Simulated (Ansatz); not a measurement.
Program: Ansatz. Geometries: PBE0-D4/def2-TZVP. ΔE: electronic, gas phase. CBS: MP2 limit from def2 TZ/QZ plus the TZ coupled-cluster correction, frozen cores. DFT in def2-TZVPP. Each species was taken in one conformer, which may not be the lowest.

Reaction (ligand exchange at the Si–S bond): `[SiH3]C#CS[SiH3]` + `CB(C)N` → `CB(C)N[SiH3]` + `[SiH3]C#CS`

CCSD(T)/CBS gives +0.23 eV.

**Question.** Another level gave +0.21 eV. Which?
A. PBE-D4/def2-TZVPP
B. HF/def2-TZVPP
C. SCS-MP2/def2-TZVPP
D. r2SCAN-D4/def2-TZVPP

**Answer.** C. SCS-MP2/def2-TZVPP 0.21, r2SCAN-D4 0.27, PBE-D4 0.32, HF/def2-TZVPP 0.15 eV.

Largest T1 diagnostic among the species: 0.013.

In def2-TZVPP, CCSD(T) changes the Hartree–Fock value by +0.05 eV (the triples alone add +0.02 eV) and MP2 by +0.10 eV.
